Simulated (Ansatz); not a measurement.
Isolated molecules relaxed with PBE0-D4/def2-TZVP in Ansatz; ΔE leaves out vibrations. CCSD(T)/CBS is the MP2 limit (def2-TZVPP, def2-QZVPP) plus CCSD(T) − MP2 in def2-TZVPP, frozen cores. This one scheme is used for every species. DFT in def2-TZVPP. One conformer a species, not always the lowest.

Consider the redistribution: `F[SiH2]O[SiH3]` + `[SiH3]O[Si]S` → `[SiH3]O[SiH2]O[SiH3]` + `F[Si]S`.

`F[SiH2]O[SiH3]`:

Z-matrix (Å, degrees):
```
Si
O 1 1.616
F 1 1.594 2 109.6
H 1 1.480 2 110.5 3 117.7
H 1 1.476 2 108.7 3 -117.5
Si 2 1.641 1 148.9 3 -67.9
H 6 1.483 2 109.6 1 90.2
H 6 1.486 2 109.9 1 -30.3
H 6 1.482 2 108.1 1 -150.1
```

`[SiH3]O[Si]S`:

Z-matrix (Å, degrees):
```
Si
O 1 1.648
H 1 1.483 2 108.6
H 1 1.486 2 110.3 3 120.3
H 1 1.483 2 108.6 3 -119.5
Si 2 1.649 1 141.5 3 -119.9
S 6 2.159 2 100.2 1 179.8
H 7 1.345 6 95.5 2 0.0
```

`[SiH3]O[SiH2]O[SiH3]`:

Z-matrix (Å, degrees):
```
Si
O 1 1.637
H 1 1.485 2 109.9
H 1 1.483 2 108.3 3 -119.7
H 1 1.487 2 110.2 3 120.4
Si 2 1.627 1 145.9 3 -78.5
O 6 1.627 2 110.9 1 61.3
H 6 1.480 2 107.2 1 -178.8
H 6 1.480 2 109.8 1 -56.9
Si 7 1.637 6 145.8 2 60.6
H 10 1.483 7 108.2 6 162.1
H 10 1.485 7 109.9 6 -78.2
H 10 1.487 7 110.3 6 42.1
```

`F[Si]S`:

```xyz
4

F     0.919   -0.903    0.900
Si    0.067   -1.188   -0.444
S    -0.782    0.766   -0.767
H    -0.204    1.325    0.312
```

```csv
level,ΔE (kJ/mol),difference from CCSD(T)/CBS
r2SCAN-D4,3.9,-0.4
B97M-V,1.7,-2.6
r2SCANh-D4,3.9,-0.4
B2PLYP,5.2,0.9
revPBE,4.5,0.2
r2SCAN0,4.8,0.5
BHLYP,4.0,-0.3
CCSD/def2-SVP,5.4,1.1
HF/def2-TZVPP,5.2,0.9
SCS-MP2/def2-TZVPP,6.7,2.4
CCSD(T)/CBS,4.3,0
```

Largest T1 diagnostic among the species: 0.015.

Leaving LDA and LC-ωPBE aside and taking each functional with its dispersion term where it has one, the values, not all of them listed here, spread over 4.3 kJ/mol, from ωB97M-V to PBE-QIDH.
